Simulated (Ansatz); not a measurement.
GaH2S2, SMILES `[SH][Ga][SH]` radical, relaxed with UKS PBE0-D4/def2-TZVP in Ansatz 0.2.0 from a GFN2-xTB geometry. The force threshold is 0.005 eV/Å; the program also tests the step.

The species carries charge 0 and has multiplicity 2.

Start:

```xyz
5

S     0.820    0.285   -1.444
Ga   -1.068   -0.068   -0.084
S    -0.579   -0.434    2.181
H     0.119    0.452   -2.558
H     0.708   -0.234    1.904
```

```json
{"step": "1", "energy (eV)": "-74068.8250", "largest force (eV/Å)": "1.096", "largest move (Å)": "0.000"}
{"step": "2", "energy (eV)": "-74068.9378", "largest force (eV/Å)": "0.513", "largest move (Å)": "0.129"}
{"step": "3", "energy (eV)": "-74068.9518", "largest force (eV/Å)": "0.405", "largest move (Å)": "0.094"}
{"step": "4", "energy (eV)": "-74068.9596", "largest force (eV/Å)": "0.179", "largest move (Å)": "0.095"}
{"step": "5", "energy (eV)": "-74068.9650", "largest force (eV/Å)": "0.118", "largest move (Å)": "0.066"}
{"step": "6", "energy (eV)": "-74068.9656", "largest force (eV/Å)": "0.005", "largest move (Å)": "0.010"}
{"step": "7", "energy (eV)": "-74068.9656", "largest force (eV/Å)": "0.001", "largest move (Å)": "0.005"}
```

End:

```xyz
5

S     0.794    0.298   -1.393
Ga   -0.988   -0.069   -0.098
S    -0.603   -0.399    2.076
H     0.070    0.428   -2.516
H     0.727   -0.257    1.929
```

Run time 33 s (2 threads of an AMD EPYC 7R13 on a shared host); peak host memory 0.52 GiB.
